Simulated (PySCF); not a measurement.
[Hf(SH)2]2+ at several levels of theory

Computed with PySCF 2.14.0 (density fitting, no spin-orbit coupling) at the geometry relaxed with PBE0:

```xyz
5
[Hf(SH)2]2+ (singlet)
Hf    0.0000    0.0000   -0.7951
S     1.6527   -0.0889    0.8020
H     2.7078   -0.2346   -0.0641
S    -1.6527    0.0889    0.8020
H    -2.7078    0.2346   -0.0641
```

```
level                                              basis    state  HOMO (eV)  gap (eV)  charge on Hf1 (e)  dipole about the centre of mass (D)  largest force component (eV/Å)
 PBE0     Hf def2-SVP with ECP60, S def2-SVP, H def2-SVP  singlet     -18.83      4.53               1.35                                 3.89                            0.01
TPSSh                                           the same  singlet     -18.26      3.63               1.37                                 3.85                            0.40
 PBE0  Hf def2-TZVP with ECP60, S def2-TZVP, H def2-TZVP  singlet     -18.66      4.50               1.49                                 3.36                            0.22
```

Charges are Mulliken's, which hang on the basis. The relaxation used the grid (50, 194), these runs (75, 302) or, all-electron (x2c bases, spin-free X2C Hamiltonian), (99, 590).

Task: What does r2SCAN with Hf def2-SVP with ECP60, S def2-SVP, H def2-SVP give here?

Result: state singlet, HOMO (eV) -18.01, gap (eV) 3.18, charge on Hf1 (e) 1.36, dipole about the centre of mass (D) 3.85, largest force component (eV/Å) 0.24. Time: 3.7 s on 2 threads of Arm Neoverse V2, with other jobs on the host, from an already converged density.

In the first row's basis the gap widens with exact exchange: 3.2 eV for r2SCAN (none); 3.6 to 4.5 eV for TPSSh, PBE0 (a fixed share).
